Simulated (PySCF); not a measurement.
# Radial density of W(35+) (tungsten, charge +35)

UHF, [Kr] 4d3, high-spin 4F determinant. All numbers are calculated (PySCF 2.14, no relativity, point nucleus, in an even-tempered Gaussian basis (18 s from 3.2 bohr⁻², ratio 2.5; 12 p from 4.1 bohr⁻², ratio 2.5; 9 d from 4.1 bohr⁻², ratio 2.5; 4 f from 18 bohr⁻², ratio 2.7; 3 g from 27 bohr⁻², ratio 2.7)).

```json
{"r (bohr)": "0.000297", "4πr²ρ (e/bohr)": "0.3079", "4πr²(ρα − ρβ)": "0.0000"}
{"r (bohr)": "0.000499", "4πr²ρ (e/bohr)": "0.8454", "4πr²(ρα − ρβ)": "0.0000"}
{"r (bohr)": "0.000840", "4πr²ρ (e/bohr)": "2.274", "4πr²(ρα − ρβ)": "0.0000"}
{"r (bohr)": "0.00141", "4πr²ρ (e/bohr)": "5.912", "4πr²(ρα − ρβ)": "0.0000"}
{"r (bohr)": "0.00238", "4πr²ρ (e/bohr)": "14.50", "4πr²(ρα − ρβ)": "-0.0001"}
{"r (bohr)": "0.00400", "4πr²ρ (e/bohr)": "32.31", "4πr²(ρα − ρβ)": "-0.0002"}
{"r (bohr)": "0.00672", "4πr²ρ (e/bohr)": "61.27", "4πr²(ρα − ρβ)": "-0.0004"}
{"r (bohr)": "0.0113", "4πr²ρ (e/bohr)": "89.67", "4πr²(ρα − ρβ)": "0.0000"}
{"r (bohr)": "0.0190", "4πr²ρ (e/bohr)": "92.65", "4πr²(ρα − ρβ)": "0.0074"}
{"r (bohr)": "0.0320", "4πr²ρ (e/bohr)": "90.33", "4πr²(ρα − ρβ)": "0.0940"}
{"r (bohr)": "0.0538", "4πr²ρ (e/bohr)": "127.3", "4πr²(ρα − ρβ)": "0.7626"}
{"r (bohr)": "0.0905", "4πr²ρ (e/bohr)": "109.8", "4πr²(ρα − ρβ)": "2.9852"}
{"r (bohr)": "0.152", "4πr²ρ (e/bohr)": "116.6", "4πr²(ρα − ρβ)": "2.4615"}
{"r (bohr)": "0.256", "4πr²ρ (e/bohr)": "58.27", "4πr²(ρα − ρβ)": "1.3218"}
{"r (bohr)": "0.431", "4πr²ρ (e/bohr)": "38.47", "4πr²(ρα − ρβ)": "9.3574"}
{"r (bohr)": "0.725", "4πr²ρ (e/bohr)": "4.153", "4πr²(ρα − ρβ)": "1.0142"}
{"r (bohr)": "1.22", "4πr²ρ (e/bohr)": "0.01062", "4πr²(ρα − ρβ)": "0.0035"}
```

A non-relativistic calculation at this Z misses sizeable relativistic shifts. Spin-orbit coupling is strong in this species (close to jj coupling), so the high-spin LS determinant is a model state, not a physical level.
